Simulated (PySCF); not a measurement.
Members of one series of related molecules.

All values: PBE0/pcSseg-1 (PySCF) at GFN2-xTB geometries, gas phase, one conformer each.

(1) Rank by dipole moment, highest first.
A. `[CH2:1]=[CH:2][C@@H:3]1[CH:4]=[C:5]([F:6])[C@H:7]1[F:8]` with C1–C2–C3–C4 -134°
B. `[CH2:1]=[CH:2][C@@H:3]1[CH:4]=[CH:5][C@H:6]1[F:7]` with C1–C2–C3–C4 -133°
C. `[CH2:1]=[CH:2][C@@H:3]1[CH:4]=[C:5]([O:6][CH3:7])[C@@H:8]1[F:9]` with C1–C2–C3–C4 -132°, C4–C5–O6–C7 -177°
D. `[CH2:1]=[CH:2][C@@H:3]1[CH:4]=[C:5]([N:6]([SiH3:7])[SiH3:8])[C@@H:9]1[F:10]` with C1–C2–C3–C4 4°

(2) Rank by the lowest IAO charge on any atom, highest value first.
A. `C(=C)[C@@H]1C=C([C@@H]1F)C`
B. `C=C[C@@H]1C=C[C@H]1F`
C. `C=C[C@@H]1C=C(N([SiH3])[SiH3])[C@@H]1F`
D. `[C@@H]1(C=C)C=C(C[SiH3])[C@@H]1F`
E. `C=C[C@@H]1C=C(CCC)[C@@H]1F`

(3) Rank by the highest IAO charge on any atom, highest value first.
A. `C=C[C@@H]1C=C(C[SiH3])[C@@H]1F`
B. `C=C[C@@H]1C=C(F)[C@H]1F`
C. `C=C[C@@H]1C=C(N([SiH3])[SiH3])[C@@H]1F`
D. `C=C[C@@H]1C=C(C)[C@@H]1F`

## Answers

(1) A (2.23 D), B (1.80 D), D (1.60 D), C (1.40 D).

(2) B (-0.319 e), E (-0.417 e), A (-0.441 e), D (-0.546 e), C (-0.709 e).

(3) C (+0.747 e), A (+0.618 e), B (+0.261 e), D (+0.172 e).

All values together:

| SMILES | change | formula | μ (D) | HOMO (eV) | LUMO (eV) | lowest IAO charge (e) | highest IAO charge (e) | lowest Hirshfeld charge (e) | highest Hirshfeld charge (e) |
| --- | --- | --- | --- | --- | --- | --- | --- | --- | --- |
| C=C[C@@H]1C=C[C@H]1F | parent | C6H7F | 1.80 | -7.61 | -0.40 | -0.319 (F) | +0.181 (C) | -0.126 (F) | +0.061 (C) |
| C=C[C@@H]1C=C(C)[C@@H]1F | H on C replaced by CH3 | C7H9F | 1.85 | -7.25 | -0.15 | -0.441 (C) | +0.172 (C) | -0.117 (C/F) | +0.059 (C) |
| C=C[C@@H]1C=C(F)[C@H]1F | H on C replaced by F | C6H6F2 | 2.23 | -7.73 | -0.39 | -0.311 (C/F) | +0.261 (C) | -0.117 (F) | +0.073 (C) |
| C=C[C@@H]1C=C(N([SiH3])[SiH3])[C@@H]1F | H on C replaced by N(SiH3)2 | C6H12FNSi2 | 1.60 | -6.42 | 0.02 | -0.709 (N) | +0.747 (Si) | -0.237 (N) | +0.360 (Si) |
| C=C[C@@H]1C=C(CCC)[C@@H]1F | H on C replaced by nPr | C9H13F | 1.67 | -7.25 | -0.21 | -0.417 (C) | +0.169 (C) | -0.121 (C) | +0.061 (C) |
| C=C[C@@H]1C=C(OC)[C@@H]1F | H on C replaced by OCH3 | C7H9FO | 1.40 | -6.68 | 0.00 | -0.321 (C/F) | +0.167 (C/H) | -0.113 (O) | +0.057 (C/H) |
| C=C[C@@H]1C=C(C[SiH3])[C@@H]1F | H on C replaced by CH2SiH3 | C7H11FSi | 1.82 | -7.11 | -0.28 | -0.546 (C) | +0.618 (Si) | -0.155 (C) | +0.319 (Si) |

Conformers: `[CH2:1]=[CH:2][C@@H:3]1[CH:4]=[CH:5][C@H:6]1[F:7]` with C1–C2–C3–C4 -133°; `[CH2:1]=[CH:2][C@@H:3]1[CH:4]=[C:5]([CH3:6])[C@@H:7]1[F:8]` with C1–C2–C3–C4 -131°; `[CH2:1]=[CH:2][C@@H:3]1[CH:4]=[C:5]([F:6])[C@H:7]1[F:8]` with C1–C2–C3–C4 -134°; `[CH2:1]=[CH:2][C@@H:3]1[CH:4]=[C:5]([N:6]([SiH3:7])[SiH3:8])[C@@H:9]1[F:10]` with C1–C2–C3–C4 4°; `[CH2:1]=[CH:2][C@@H:3]1[CH:4]=[C:5]([CH2:6][CH2:7][CH3:8])[C@@H:9]1[F:10]` with C1–C2–C3–C4 -128°, C4–C5–C6–C7 -115°, C5–C6–C7–C8 64°; `[CH2:1]=[CH:2][C@@H:3]1[CH:4]=[C:5]([O:6][CH3:7])[C@@H:8]1[F:9]` with C1–C2–C3–C4 -132°, C4–C5–O6–C7 -177°; `[CH2:1]=[CH:2][C@@H:3]1[CH:4]=[C:5]([CH2:6][SiH3:7])[C@@H:8]1[F:9]` with C1–C2–C3–C4 -130°, C4–C5–C6–Si7 -102°.

**Question.** Give the shifts from the parent, `C=C[C@@H]1C=C[C@H]1F`.

**Answer.** 
```
                                SMILES  change in μ (D)  change in HOMO (eV)  change in LUMO (eV)
              C=C[C@@H]1C=C(C)[C@@H]1F            +0.05                +0.36                +0.25
               C=C[C@@H]1C=C(F)[C@H]1F            +0.43                -0.12                +0.01
C=C[C@@H]1C=C(N([SiH3])[SiH3])[C@@H]1F            -0.20                +1.19                +0.42
            C=C[C@@H]1C=C(CCC)[C@@H]1F            -0.13                +0.36                +0.19
             C=C[C@@H]1C=C(OC)[C@@H]1F            -0.40                +0.93                +0.40
        C=C[C@@H]1C=C(C[SiH3])[C@@H]1F            +0.02                +0.50                +0.12
```
